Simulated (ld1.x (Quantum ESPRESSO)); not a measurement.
## Before and after: TM semilocal potential for iodine (I)

| Property | Result |
| --- | --- |
| Element | I (Z = 53) |
| Generator | ld1.x (Quantum ESPRESSO) 7.5 |
| Type | norm-conserving Troullier–Martins (semilocal form) |
| Functional | LDA (PZ) |
| Relativity | scalar-relativistic |
| Frozen core | [Ar] 3d10 4s2 |
| Valence charge | 23 |
| Reference configuration | 4p6 4d10 5s2 5p5 |
| Partial waves | 5s (bound): rc 1.55 bohr; 4d (bound): rc 1.00 bohr; 4f channel at -0.15 Ry: rc 1.45 bohr; 4p (bound): rc 0.75 bohr |
| Local potential | the p channel |
| Core correction | none |

Occupied shells without a wave of their own: 5p. They enter only through the test configuration that unscreens the potential.

All-electron outer shells of the reference configuration (LDA (PZ), scalar-relativistic, ld1.x):

| shell | level (eV) | outermost node (bohr) | outermost maximum (bohr) |
| --- | --- | --- | --- |
| 3d | -606.22 | – | 0.23 |
| 4s | -180.16 | 0.37 | 0.68 |
| 4p | -127.33 | 0.37 | 0.72 |
| 4d | -50.33 | 0.35 | 0.78 |
| 5s | -17.65 | 0.88 | 1.70 |
| 5p | -7.25 | 0.96 | 2.02 |

Change: wave 4p (bound): rc 0.75 bohr becomes 4p (bound): rc 1.04 bohr.

Cutoffs: the cutoffs (Ry, on a coarse ladder) from which the occupation-weighted sum of valence levels, in a spherical-Bessel basis at the reference potential, stays within 10 and 1 mRy of its value at 400 Ry; they do not see the model core or the augmentation charge, which bear on the density cutoff. Errors are all-electron minus pseudo energies relative to the spin-unpolarised reference configuration.

Problem. How do hardness, ghosts and transferability respond?

Solution. The miss of the reference levels goes from 0.13 to 0.30 eV; of the 9 tests that both files solve, the error grows in 8 and shrinks in 1 by more than 15 % and 0.3 meV (median size 163.9 → 369.8 meV); neither file shows a bound ghost. A semilocal file is local in each channel, so a ghost entry of none says nothing of the separable form that plane-wave codes build from it.

| quantity | base | changed |
| --- | --- | --- |
| cutoff, loose | 260 Ry | 180 Ry |
| cutoff, tight | over 300 Ry | 230 Ry |
| loose cutoff by channel (10 mRy a level) | s 30 Ry, d 100 Ry, p 160 Ry | s 30 Ry, d 100 Ry, p 100 Ry |
| bound ghosts | none | none |
| largest miss of a reference level, eV | 0.13 | 0.30 |
| error for 4p6 4d10 5s2 5p4, meV [ΔE 11.30 eV] | -169 | -376 |
| error for 4p6 4d10 5s2 5p3, meV [ΔE 31.37 eV] | -406 | -905 |
| error for 4p6 4d10 5s2 5p2, meV [ΔE 60.98 eV] | -715 | -1595 |
| error for 4p5 4d10 5s2 5p5, meV [ΔE 136.18 eV] | -52 | -36 |
| error for 4p6 4d10 5s2 5p5.3, meV [ΔE -1.83 eV] | +37 | +83 |
| error for 4p6 4d10 5s1 5p5, meV [ΔE 22.37 eV] | -20 | -38 |
| error for 4p6 4d9 5s2 5p6, meV [ΔE 45.77 eV] | +194 | +432 |
| error for 4p6 4d10 5s2 5p5 (spin-polarised), meV [ΔE -0.12 eV] | +1.0 | +1.6 |
| error for 4p6 4d10 5s2 5p4 (spin-polarised), meV [ΔE 10.74 eV] | -164 | -370 |
| s: phases at 1.71 bohr within 0.05 rad from the reference energy up to (Ry; the scan ends near 5) | 3.2 | 3.2 |
| p: phases at 1.71 bohr within 0.05 rad from the reference energy up to (Ry; the scan ends near 5) | 0.2 | -0.6 |
| d: phases at 1.71 bohr within 0.05 rad from the reference energy up to (Ry; the scan ends near 5) | to the end of the scan | to the end of the scan |
| f: phases at 1.71 bohr within 0.05 rad from the reference energy up to (Ry; the scan ends near 5) | 1.5 | 1.5 |

Base: The 5p level has no wave, so the channel is fitted at the deeper level alone: the likely source of the large errors. Changed file: The 5p level has no wave, so the channel is fitted at the deeper level alone: the likely source of the large errors.
